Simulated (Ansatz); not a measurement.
Molecule: PbCl (charge 0, doublet). SMILES: [Cl][Pb]
Geometry: optimised at B3LYP-D3(BJ)/def2-TZVP (Ansatz, a first-principles code).

Wanted: atomisation energy (electronic, to ground-state atoms), in eV. Cores are frozen in the correlated levels unless marked. UHF or UKS for open shells. Spin-orbit coupling is left out. Frozen are the shells of the preceding noble gas and the d and f shells that filled before the atom's block. Past Kr the def2 sets carry scalar-relativistic core potentials. The coupled-cluster limit lacks core correlation, which all-electron functionals hold. CBS marks a two-point X^-3 extrapolation of the correlation energy; Hartree-Fock from the larger set.

```tsv
level	program	atomisation energy (eV)
BHLYP-D3(BJ)/def2-TZVPD	Ansatz + dftd3	3.64
B2PLYP/def2-TZVPD	Ansatz	___
CCSD(T)/CBS(def2-TZVPPD,def2-QZVPPD)	Ansatz	___
```

What belongs in the gaps?


- B2PLYP/def2-TZVPD, atomisation energy (eV): 3.74
- CCSD(T)/CBS(def2-TZVPPD,def2-QZVPPD), atomisation energy (eV): 3.78
